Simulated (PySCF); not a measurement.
# Spin states of CaN

Unrestricted PBE0; PySCF, no relativity, basis sets Ca aug-pcseg-1, N aug-pcseg-1. Outer shells of the fragments: Ca 4s2; N 2s2 2p3.

Followed along the bond (rough minima from three points):

```tsv
2Ms+1	unpaired	⟨S²⟩ at the start	R at minimum (Å)	Te (eV)
4	σ ↑, π ↑↑	3.76	2.26	0.00
2	σ ↓, π ↑↑	1.76	2.25	0.05
2	π ↑	1.58	2.10	0.06
4	σ ↑↑, π ↑	3.76	2.11	0.26
```

Solutions found at the starting distance of 2.245 Å, counted from the lowest of them; the search is not exhaustive and high or unbound solutions are not listed, so other states can lie among these:

```json
{"2Ms+1": "4", "unpaired": "σ ↑, π ↑↑", "term": "⁴Σ⁻", "E (eV)": "0.00", "⟨S²⟩": "3.76", "⟨Lz²⟩": "0.00", "μ (D)": "-3.68"}
{"2Ms+1": "2", "unpaired": "σ ↓, π ↑↑", "term": "mixed", "E (eV)": "0.05", "⟨S²⟩": "1.76", "⟨Lz²⟩": "0.00", "μ (D)": "-3.73"}
{"2Ms+1": "2", "unpaired": "π ↑", "term": "mixed", "E (eV)": "0.17", "⟨S²⟩": "1.58", "⟨Lz²⟩": "1.01", "μ (D)": "-4.16"}
{"2Ms+1": "4", "unpaired": "σ ↑↑, π ↑", "term": "⁴Π", "E (eV)": "0.34", "⟨S²⟩": "3.76", "⟨Lz²⟩": "1.02", "μ (D)": "-3.46"}
{"2Ms+1": "4", "unpaired": "π ↑↑↑", "term": "⁴Π", "E (eV)": "1.66", "⟨S²⟩": "3.76", "⟨Lz²⟩": "1.00", "μ (D)": "-2.85"}
{"2Ms+1": "2", "unpaired": "σ ↑", "term": "mixed", "E (eV)": "2.05", "⟨S²⟩": "0.75", "⟨Lz²⟩": "2.01", "μ (D)": "-3.59"}
{"2Ms+1": "4", "unpaired": "π ↑↑, δ ↑", "term": "⁴Δ", "E (eV)": "2.14", "⟨S²⟩": "3.76", "⟨Lz²⟩": "4.00", "μ (D)": "-7.00"}
{"2Ms+1": "2", "unpaired": "π ↑↑, δ ↓", "term": "mixed", "E (eV)": "2.15", "⟨S²⟩": "1.79", "⟨Lz²⟩": "4.00", "μ (D)": "-6.69"}
{"2Ms+1": "2", "unpaired": "π ↑", "term": "²Π", "E (eV)": "5.20", "⟨S²⟩": "0.75", "⟨Lz²⟩": "1.00", "μ (D)": "2.64"}
```

A term symbol is given only where ⟨S²⟩ and ⟨Lz²⟩ are close to those of a pure state; real π, δ and φ orbitals otherwise mix terms. A positive dipole means Ca(−)N(+).

Counting both spins, an empty level lies below a filled one in some of these solutions, because spin and occupation are held.
